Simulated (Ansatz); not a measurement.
One change: `[SH][Ge][Br]` becomes `[OH][Ge][SH]`.

Ansatz, PBE0-D4/def2-TZVP geometries, multiplicity 1. Each molecule was computed in one conformer, which needn't be the lowest.

Scalar relativity is left out up to krypton.

| property | `[SH][Ge][Br]` |
| --- | --- |
| size of the dipole moment (PBE/def2-TZVPP) / D | 0.86 |
| HOMO–LUMO gap (ωB97M-V/def2-TZVPP) / eV | 8.64 |
| HOMO energy (PBE/def2-TZVPP) / eV | -6.43 |
| HOMO energy (B3LYP/def2-TZVPP) / eV | -7.29 |
| size of the dipole moment (B3LYP/def2-TZVPP) / D | 1.03 |
| ideal-gas entropy at 298 K and 1 bar (rigid rotor, harmonic PBE0-D4/def2-TZVP) / J/(mol·K) | 319 |

Task: What does the change do to each property? (An estimate is asked.)

Result: The calculation gave: 
```csv
property,`[OH][Ge][SH]`,shift
size of the dipole moment (PBE/def2-TZVPP) / D,0.79,-0.07
HOMO–LUMO gap (ωB97M-V/def2-TZVPP) / eV,9.35,0.71
HOMO energy (PBE/def2-TZVPP) / eV,-6.30,0.13
HOMO energy (B3LYP/def2-TZVPP) / eV,-7.17,0.12
size of the dipole moment (B3LYP/def2-TZVPP) / D,0.92,-0.11
"ideal-gas entropy at 298 K and 1 bar (rigid rotor, harmonic PBE0-D4/def2-TZVP) / J/(mol·K)",302,-17
```

With PBE0 the HOMO rises by 0.15 eV and the LUMO rises by 0.80 eV, so the gap widens by about 0.65 eV. PBE moves the HOMO by 0.13 eV and ωB97M-V by 0.13 eV. The zero-point energy changes by 33.5 kJ/mol with +3 modes. Dipoles are sizes alone; their direction can turn.

B3LYP here is the variant with VWN-RPA as its local correlation; programs differ in this.

Spin–orbit coupling is left out; it splits and shifts lone-pair levels of the heavy atoms by tenths of an eV.
